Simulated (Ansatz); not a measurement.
Born–Oppenheimer molecular dynamics of ClF4HZr (7 atoms, charge 0, multiplicity 1). It starts at the highest image of a converged band, a first-order saddle point between two minima.

Method: Ansatz, RKS BHLYP-D4/def2-SVP.

```
ensemble                      : NVE (velocity Verlet)
time step                     : 0.5 fs
steps asked                   : 200
starting velocities drawn for : 100 K
seed                          : 3021
```

First frame:

```xyz
7
Properties=species:S:1:pos:R:3
Zr -0.566 -0.078 -0.175
Cl 1.676 -0.947 1.002
F -0.725 -1.699 -1.120
F -1.637 -0.084 1.371
F -1.472 1.087 -1.348
H 1.678 0.452 0.430
F 1.045 1.267 -0.160
```

Q: How far do the bonds stretch over the last three quarters of this one trajectory? (Pairs bonded in most of those frames.)

A: 
| bond | mean (Å) | spread (Å) | shortest | longest |
| --- | --- | --- | --- | --- |
| Zr1–Cl2 | 3.063 | 0.245 | 2.70 | 3.48 |
| Zr1–F3 | 1.902 | 0.011 | 1.88 | 1.92 |
| Zr1–F4 | 1.893 | 0.022 | 1.87 | 1.93 |
| Zr1–F5 | 1.891 | 0.006 | 1.88 | 1.90 |
| Zr1–F7 | 1.914 | 0.045 | 1.85 | 2.01 |
| Cl2–H6 | 1.286 | 0.006 | 1.28 | 1.31 |

Mean temperature of the second half: 630 K. The conserved energy stayed within 0.0076 meV per atom of its start (net change -0.006 meV per atom), so the integration is sound. The kinetic energy rose, since the run started high on the potential surface and went downhill. It ends in pieces (ClH + F4Zr), so much of that is their flight and rotation, not heat. A run of 0.1 ps of so small a system gives no equilibrium averages. The orbitals stay closed-shell, which can raise the energy where a bond breaks towards radicals; this wasn't checked here.

Run time: 8.8 min on 2 threads of Intel(R) Xeon(R) 6975P-C (Granite Rapids) (shared host), peak memory 0.29 GiB.
